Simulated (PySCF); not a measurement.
Gas-phase reaction: 2 HCl + 3 GeH2 ⇌ GeCl2 + 2 GeH4

Computed with PySCF and rigid-rotor harmonic-oscillator thermochemistry at 1 bar. † marks an energy on the PBE0/def2-TZVP geometry and frequencies; other levels use their own. CCSD(T) freezes the core. All species are closed-shell singlets. B3LYP is the form with VWN-RPA correlation. Ge: all electrons, no relativistic terms. GeH2: computed as isolated molecules; such fragments, hydroxides, amides, oligomers or adducts are transient or little studied in the gas. CCSD(T) isn't extrapolated to the basis-set limit.

```tsv
level	ΔH°(298 K), kJ
B3LYP/def2-TZVP†	-552
BLYP/def2-TZVP†	-531
CCSD(T)/def2-SVP†	(withheld)
M06-2X/def2-TZVP†	-579
PBE/def2-SVP	-601
PBE0/def2-SVP†	(withheld)
r2SCAN/def2-TZVP†	(withheld)
LDA/def2-TZVP†	-665
ωB97M-V/def2-TZVP†	(withheld)
```

Task: Some entries are withheld; supply them.

Result: 
- CCSD(T)/def2-SVP†, ΔH°(298 K), kJ: -556
- PBE0/def2-SVP†, ΔH°(298 K), kJ: -607
- r2SCAN/def2-TZVP†, ΔH°(298 K), kJ: -626
- ωB97M-V/def2-TZVP†, ΔH°(298 K), kJ: -572
